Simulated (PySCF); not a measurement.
These are PBE-D3(BJ)/def2-TZVP // BP86-D3(BJ)/def2-SVP (PySCF) values and carry that method's errors. Gas-phase values, no solvent. 

Reference species: [Ti(Cl)3] (neutral, multiplicity 2).

* **highest occupied spin orbital**: -5.51 eV
* **mean distance from the central atom to its bonded neighbours**: 2.190 Å

Changed species: [Pt(Cl)3] (M = Pt, multiplicity 2; the reference has M = Ti, multiplicity 2).

Q: Give the shifts of the highest occupied spin orbital and mean distance from the central atom to its bonded neighbours.

A: the highest occupied spin orbital drops by 1.34 eV, to -6.85 eV; the mean distance from the central atom to its bonded neighbours rises by 0.062 Å, to 2.252 Å.
